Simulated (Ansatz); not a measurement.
Start from `[Cl][In]([Cl])[SeH]` and change one atom or group to get `[F][In]([Cl])[Cl]`.

Ansatz, PBE0-D4/def2-TZVP geometries, multiplicity 1. Each molecule was computed in one conformer, which needn't be the lowest.

Elements past krypton have def2 core potentials. Scalar relativity is left out up to krypton.

```
                                          property  `[Cl][In]([Cl])[SeH]`
    size of the dipole moment (PBE/def2-TZVPP) / D                   2.04
    zero-point energy (PBE0-D4/def2-TZVP) / kJ/mol                   27.0
size of the dipole moment (ωB97M-V/def2-TZVPP) / D                   1.97
                HOMO energy (PBE0/def2-TZVPP) / eV                  -7.92
             LUMO energy (ωB97M-V/def2-TZVPP) / eV                  -0.61
             HOMO–LUMO gap (B3LYP/def2-TZVPP) / eV                   4.88
```

(1) Give the same properties after the change, and the shifts. (An estimate is asked.)

Answers

(1) Ansatz gave: 
```tsv
property	`[F][In]([Cl])[Cl]`	shift
size of the dipole moment (PBE/def2-TZVPP) / D	0.93	-1.11
zero-point energy (PBE0-D4/def2-TZVP) / kJ/mol	10.2	-16.8
size of the dipole moment (ωB97M-V/def2-TZVPP) / D	0.99	-0.98
HOMO energy (PBE0/def2-TZVPP) / eV	-9.64	-1.72
LUMO energy (ωB97M-V/def2-TZVPP) / eV	-1.01	-0.40
HOMO–LUMO gap (B3LYP/def2-TZVPP) / eV	6.01	1.13
```

With PBE0 the HOMO falls by 1.72 eV and the LUMO falls by 0.50 eV, so the gap widens by about 1.22 eV. PBE moves the HOMO by -1.43 eV and ωB97M-V by -1.85 eV. The zero-point energy changes by -16.8 kJ/mol with -3 modes. Dipoles are sizes alone; their direction can turn.

B3LYP here is the variant with VWN-RPA as its local correlation; programs differ in this.

Spin–orbit coupling is left out; it splits and shifts lone-pair levels of the heavy atoms by tenths of an eV.
